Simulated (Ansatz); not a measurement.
Input and output for the cluster Ba₄⁺.

```yaml
crystal:
  periodic: [false, false, false]
  atoms:
    - {symbol: Ba, position_ang: [-0.680159, 2.167858, -1.528231]}
    - {symbol: Ba, position_ang: [2.636455, -0.148792, 0.748716]}
    - {symbol: Ba, position_ang: [-0.498292, -2.212641, -1.534878]}
    - {symbol: Ba, position_ang: [-1.457994, 0.193575, 2.314394]}
basis:
  gaussian: {orbitals: def2-SVP, final_grid: {core_spheres: 8, valence_spheres: 7, degree: 23}}
total_charge: 1
magnetization: {spin_polarized: true, initial_magnetization: 1}
hamiltonian: {xc: {name: B3LYP5}}
scf: {omitted_lower_state_checks: [starts]}
```

```sh
$ ansatz run in.yaml --threads 4 --pin off --events-out ev --progress --plain --max-ram 3916MiB
```

Output, abridged:

```
Functional definition: B3LYP5
1052 factors; their error is unknown
mean field evaluation 1: about -2758.9517 eV, gradient 1.9e1 eV
mean field evaluation 2: about -2750.1227 eV, gradient 3.5e1 eV
mean field evaluation 4: about -2762.6545 eV, gradient 5.4e-1 eV
mean field evaluation 8: about -2762.7517 eV, gradient 8.5e-2 eV
mean field evaluation 16: about -2762.7522 eV, gradient 2.4e-3 eV
mean field evaluation 32: about -2762.7522 eV, gradient 5.5e-5 eV
mean field -2762.75222805 eV, -101.5292717200 hartree, gradient 7.0e-6 eV, S^2 0.788740; 0 other end points of the search recorded, 0 dependent functions left out
reference -2762.75246568 eV, -101.5292804528 hartree; 20, 19 occupied and 100, 101 virtual orbitals, 1052 factors
Total energy: -2762.75246568 eV, -101.5292804528 hartree
Checks for a lower state left out: starts
```

Run time 8.5 s (4 threads of Arm Neoverse V1 on a shared host).

In the def2 sets Ba takes a core potential; there is no spin–orbit coupling.
